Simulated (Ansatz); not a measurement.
The same path of C₃H₉NSi (14 atoms, charge 0, multiplicity 1) was run twice with different band settings. The coordinate that changes most is the dihedral C1–C2–Si3–H10.

These are results of RKS PBE0/def2-SVP in Ansatz, not measurements.

Relaxed end points:

```xyz
14
Properties=species:S:1:pos:R:3
C -1.553 0.891 1.843
C -0.899 0.898 0.674
Si 0.828 0.211 0.438
C 0.833 -1.196 -0.844
N 0.380 -0.821 -2.181
H -1.101 0.487 2.756
H -2.568 1.294 1.947
H -1.419 1.328 -0.194
H 1.719 1.298 -0.092
H 1.344 -0.234 1.774
H 1.853 -1.615 -0.914
H 0.211 -2.030 -0.475
H -0.581 -0.486 -2.155
H 0.939 -0.053 -2.549
```

```xyz
14
Properties=species:S:1:pos:R:3
C -1.484 1.393 1.133
C -0.905 0.188 1.211
Si 0.864 -0.157 0.696
C 0.874 -1.141 -0.934
N 0.217 -0.470 -2.051
H -0.931 2.278 0.794
H -2.531 1.559 1.411
H -1.520 -0.651 1.567
H 1.534 1.164 0.466
H 1.585 -0.893 1.786
H 1.916 -1.377 -1.214
H 0.399 -2.125 -0.770
H -0.731 -0.199 -1.791
H 0.700 0.399 -2.275
```

Common settings: spring 5.0 eV/Å²; optimiser quadratic models (default); start path through a guess of the saddle point; force threshold 0.05 eV/Å; end points relaxed.

| run | movable images | climbing image | iteration limit |
| --- | --- | --- | --- |
| 1 | 9 | yes | 46 |
| 2 | 8 | no | 60 |

Problem. What does each run give, and how far can it be trusted?

Solution. Run 1: converged after 9 iterations, highest image 0.064 eV above the first end. A vibrational analysis at the climbing image gives one clearly imaginary mode, 95i cm⁻¹: a first-order saddle point.
Run 2: converged after 9 iterations, highest image 0.064 eV above the first end. No image climbed, so the highest image needn't sit at the top of the path.
